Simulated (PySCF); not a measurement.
Ge(I)(Me) (CH3GeI), SMILES [CH3][Ge][I] (connectivity only; charge and spin as stated), neutral, multiplicity 1. Atoms are numbered in the order given.

```xyz
6

Ge     0.5317    -1.3510     0.0000
I     -0.0712     1.1730     0.0000
C     -1.3497    -2.0617     0.0000
H     -1.3432    -3.1712     0.0000
H     -1.9008    -1.6986    -0.8933
H     -1.9008    -1.6986     0.8933
```

Coordinates come from a PBE-D3(BJ)/def2-SVP optimisation. The def2 effective core potentials stand for the cores of I; spin–orbit coupling is left out.

All values below come from PBE-D3(BJ)/def2-SVP run with PySCF.

Frequencies are harmonic and unscaled.

Problem. Estimate the vibrational spectrum. (An estimate is asked for; the answer gives what the named calculation found.)

Solution. 
```
mode  ν (cm⁻¹)  IR (km/mol)  moving atoms (share of kinetic energy)
----  --------  -----------  --------------------------------------
1           57          0.2                                  H 98 %
2          156          1.1         C 51 %, H 26 %, I 14 %, Ge 10 %
3          225         22.9                         Ge 65 %, I 32 %
4          526         49.4                 C 65 %, H 18 %, Ge 17 %
5          554          0.0                          H 87 %, C 13 %
6          707          8.7                          H 80 %, C 18 %
7         1158         14.0                          H 81 %, C 19 %
8         1355          3.4                                  H 95 %
9         1360         13.9                                  H 95 %
10        2958          0.3                                  H 97 %
11        3063          0.8                           H 91 %, C 9 %
12        3074          7.6                          H 90 %, C 10 %
```
